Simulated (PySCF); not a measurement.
Precursor series Cd Cl-F. Isolated molecules, 0 K electronic values unless said otherwise.

The charge on the central atom (Mulliken) from two functionals at the same geometries (TPSS-D3(BJ)/def2-SVP), both in PySCF: PBE-D3(BJ)/def2-TZVP and TPSSh-D3(BJ)/def2-TZVP. 

| species | TPSSh-D3(BJ)/def2-TZVP (e) |
|---|---|
| 0 of 2 Cl replaced by F ([Cd(Cl)2]) | 0.81 |
| 1 of 2 Cl replaced by F ([Cd(Cl)(F)]) | 0.94 |
| 2 of 2 Cl replaced by F | 1.07 |

What does PBE-D3(BJ)/def2-TZVP give for each?


- 0 of 2 Cl replaced by F ([Cd(Cl)2]): 0.74
- 1 of 2 Cl replaced by F ([Cd(Cl)(F)]): 0.86
- 2 of 2 Cl replaced by F: 0.99
Over these rows, drawn at random from the members with no instability flagged (it was tested for open shells, ions and some series alone), PBE minus TPSSh-D3(BJ): mean -0.08 e, from -0.08 e to -0.07 e.
